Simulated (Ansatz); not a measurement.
`C[Si](F)(Cl)[SeH]` + H₂O → `C[Si](O)(F)Cl` + H₂Se  (formal hydrolysis of the Si–Se bond)

Gas-phase electronic energies from Ansatz, PBE0-D4/def2-TZVP geometries. CCSD(T)/CBS is the MP2 limit (def2-TZVPP, def2-QZVPP) plus CCSD(T) − MP2 in def2-TZVPP, frozen cores. This one scheme is used for every species. DFT in def2-TZVPP. HSE06 is defined as in plane-wave codes. For Se outer-core shells are correlated without core-valence functions, which leaves a few kJ/mol of doubt a bond. Scalar relativity is left out up to krypton. Each species was taken in one conformer, which may not be the lowest.

`C[Si](F)(Cl)[SeH]`:

Z-matrix (Å, degrees):
```
C
Si 1 1.844
H 1 1.091 2 110.3
H 1 1.093 2 109.9 3 120.2
H 1 1.093 2 110.3 3 -120.1
F 2 1.593 1 108.0 3 -176.9
Cl 2 2.043 1 111.1 3 -59.4
Se 2 2.260 1 114.8 3 59.8
H 8 1.471 2 91.6 1 55.4
```

H₂O:

```xyz
3

O     0.321   -0.202    0.087
H    -0.039   -0.024   -0.785
H    -0.282    0.226    0.698
```

`C[Si](O)(F)Cl`:

Z-matrix (Å, degrees):
```
C
Si 1 1.834
H 1 1.092 2 110.0
H 1 1.091 2 110.4 3 -119.8
H 1 1.091 2 110.5 3 120.0
O 2 1.623 1 109.4 3 58.1
F 2 1.591 1 110.3 3 -62.8
Cl 2 2.049 1 112.0 3 -179.6
H 6 0.958 2 119.2 1 170.2
```

H₂Se:

Z-matrix (Å, degrees):
```
Se
H 1 1.467
H 1 1.467 2 91.2
```

| level | ΔE (kJ/mol) | difference from CCSD(T)/CBS |
| --- | --- | --- |
| PBE-D4 | -43.8 | 7.3 |
| r2SCAN-D4 | -57.3 | -6.2 |
| PBE0-D4 | -47.5 | 3.6 |
| ωB97X-V | -58.8 | -7.7 |
| B2PLYP | -62.1 | -11.0 |
| PBE | -48.3 | 2.8 |
| r2SCAN | -58.3 | -7.2 |
| r2SCANh | -58.6 | -7.5 |
| r2SCAN0 | -59.1 | -8.0 |
| HSE06 | -51.4 | -0.3 |
| CCSD(T)/def2-SVP | -63.9 | -12.8 |
| MP2/def2-TZVPP | -52.6 | -1.5 |
| SCS-MP2/def2-TZVPP | -58.8 | -7.7 |
| CCSD/def2-TZVPP | -62.3 | -11.2 |
| MP2/def2-QZVPP | -48.4 | 2.7 |
| MP2/CBS(def2) | -44.9 | 6.2 |
| CCSD(T)/CBS | -51.1 | 0 |

Largest T1 diagnostic among the species: 0.010.

The D4 term adds +7.7 kJ/mol with B3LYP and +4.2 kJ/mol with PBE0; it sums over pairs of atoms, weighted by their polarisabilities, and B3LYP, whose exchange is more repulsive, gets the larger term. From PBE to PBE0 (25 % exact exchange), in def2-TZVPP and without D4, ΔE moves by −3.4 kJ/mol.

B3LYP here is the variant with VWN-RPA as its local correlation; programs differ in this.
